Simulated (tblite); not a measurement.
Isomers of C4H8F3OP. Computed values, GFN2-xTB/tblite, gas phase, harmonic and unscaled. Errors from tens to a few hundred cm⁻¹ against measured bands are possible. Modes of hydrogen on phosphorus can be 10 to 20 % off. One conformer each.

Electronic energies: GFN2-xTB at the same geometries; isomer energies are rough at this level and their order can be wrong.

```
               SMILES  electronic energy, lowest = 0 (kJ/mol)
      CCP(CO)C(F)(F)F                                   188.9
        COCPCC(F)(F)F                                   178.4
 CC[P@H](=O)CC(F)(F)F                                     0.0
        OCPCCC(F)(F)F                                   179.8
CC[P@](C)(=O)C(F)(F)F                                    17.1
```

Q: How do GFN2-xTB zero-point energies change the relative energies?

A: 
| SMILES | ZPE (kJ/mol) | of it from modes above 1550 cm⁻¹ | electronic (kJ/mol) | with ZPE, lowest = 0 (kJ/mol) | lowest mode (cm⁻¹) | rings |
| --- | --- | --- | --- | --- | --- | --- |
| CC[P@H](=O)CC(F)(F)F | 313.0 | 139.4 | 0.0 | 0.0 | 49 | 0 |
| CC[P@](C)(=O)C(F)(F)F | 312.8 | 144.0 | 17.1 | 16.9 | 39 | 0 |
| COCPCC(F)(F)F | 309.9 | 136.7 | 178.4 | 175.4 | 13 | 0 |
| OCPCCC(F)(F)F | 311.1 | 140.6 | 179.8 | 177.9 | 30 | 0 |
| CCP(CO)C(F)(F)F | 314.3 | 145.6 | 188.9 | 190.2 | 46 | 0 |

The zero-point energies span 4.4 kJ/mol, from `COCPCC(F)(F)F` to `CCP(CO)C(F)(F)F`. The order is unchanged.

Q: What do entropy and thermal enthalpy add at 298.15 K and 1 bar (rigid rotor, harmonic oscillator, one conformer each)?

A: 
```csv
SMILES,point group,symmetry number,S (J/(mol K)),H − H(0) (kJ/mol),ZPE + H − H(0) − TS (kJ/mol)
CC[P@H](=O)CC(F)(F)F,C1,1,431.9,30.63,214.8
CC[P@](C)(=O)C(F)(F)F,C1,1,444.7,32.84,213.1
OCPCCC(F)(F)F,C1,1,443.5,31.02,209.9
CCP(CO)C(F)(F)F,C1,1,441.4,32.36,215.0
```

Not tabulated: `COCPCC(F)(F)F` (lowest mode only 13 cm⁻¹).
